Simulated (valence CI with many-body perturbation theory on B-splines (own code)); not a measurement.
# Basis-set convergence for Tl

Computed by configuration interaction combined with many-body perturbation theory (CI+MBPT): three valence electrons over a frozen Dirac-Fock core [Xe] 4f14 5d10, radial functions for each j: 9 s, 9 p, 8 d, 6 f, 3 g, 1 h, with the one-electron correlation potential Σ1 (screened to all orders), the two-electron term Σ2, the three-electron term Σ3, Breit, model QED; selected single and double excitations, second order for the rest, scaled by the run's own slope (own B-spline code, finite nucleus).

Set against measurement, 11 paired levels are off by 215 cm⁻¹ on average, the worst by 347. These come from a selection out of the NIST Handbook of Basic Atomic Spectroscopic Data. Levels without a partner in it may be off by more.

The reference run has the lowest level 6s2.6p 2P°_1/2 and an ionisation energy of 6.07494 eV. Its largest variational space holds 5090 state functions.

Changed runs:
A. basis 6 s, 6 p, 5 d, 3 f, 1 g
B. basis 5 s, 5 p, 4 d, 2 f

Excitation energies of the reference run in cm⁻¹, and shifts in cm⁻¹:

| Level | Reference | A | B |
| --- | --- | --- | --- |
| 6s2.6p 2P°_3/2 | 7944 | -34 | -73 |
| 6s2.7s 2S_1/2 | 26471 | -128 | -274 |
| 6s2.7p 2P°_1/2 | 33981 | -130 | -262 |
| 6s2.7p 2P°_3/2 | 34979 | -130 | -271 |
| 6s2.6d 2D_3/2 | 35945 | -103 | -142 |
| 6s2.6d 2D_5/2 | 36018 | -106 | -158 |
| 6s2.8s 2S_1/2 | 38419 | -502 | -159 |
| 6s2.8p 2P°_1/2 | 41026 | -420 | -178 |
| 6s2.8p 2P°_3/2 | 41394 | -404 |  |
| 6s2.7d 2D_3/2 | 41775 |  |  |
| 6s2.7d 2D_5/2 | 41809 |  |  |
| 5f.6s2 2F°_7/2 | 42075 |  |  |
| Ionisation energy (eV) | 6.07494 | -0.01695 | -0.04099 |

A blank means that the level has no clear partner in that run.
